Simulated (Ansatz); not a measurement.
Start from `OC[Si](O)(O)O` and change one atom or group to get `C=C[Si](O)(O)O`.

Ansatz, PBE0-D4/def2-TZVP geometries, multiplicity 1. Each molecule was computed in one conformer, which needn't be the lowest.

```json
{"property": "HOMO–LUMO gap (ωB97M-V/def2-TZVPP) / eV", "`OC[Si](O)(O)O`": "11.65"}
{"property": "HOMO energy (PBE0/def2-TZVPP) / eV", "`OC[Si](O)(O)O`": "-7.44"}
{"property": "HOMO energy (B3LYP/def2-TZVPP) / eV", "`OC[Si](O)(O)O`": "-7.21"}
{"property": "LUMO energy (PBE0/def2-TZVPP) / eV", "`OC[Si](O)(O)O`": "0.41"}
{"property": "LUMO energy (PBE/def2-TZVPP) / eV", "`OC[Si](O)(O)O`": "-0.46"}
{"property": "LUMO energy (ωB97M-V/def2-TZVPP) / eV", "`OC[Si](O)(O)O`": "1.82"}
```

Give the same properties after the change, and the shifts. (Best estimate.)

The calculation gave: 
```csv
property,`C=C[Si](O)(O)O`,shift
HOMO–LUMO gap (ωB97M-V/def2-TZVPP) / eV,12.01,0.36
HOMO energy (PBE0/def2-TZVPP) / eV,-8.07,-0.63
HOMO energy (B3LYP/def2-TZVPP) / eV,-7.82,-0.61
LUMO energy (PBE0/def2-TZVPP) / eV,-0.46,-0.87
LUMO energy (PBE/def2-TZVPP) / eV,-1.47,-1.01
LUMO energy (ωB97M-V/def2-TZVPP) / eV,1.66,-0.16
```

With PBE0 the HOMO falls by 0.63 eV and the LUMO falls by 0.87 eV, so the gap narrows by about 0.24 eV. PBE moves the HOMO by -1.03 eV and ωB97M-V by -0.52 eV.

B3LYP here is the variant with VWN-RPA as its local correlation; programs differ in this.
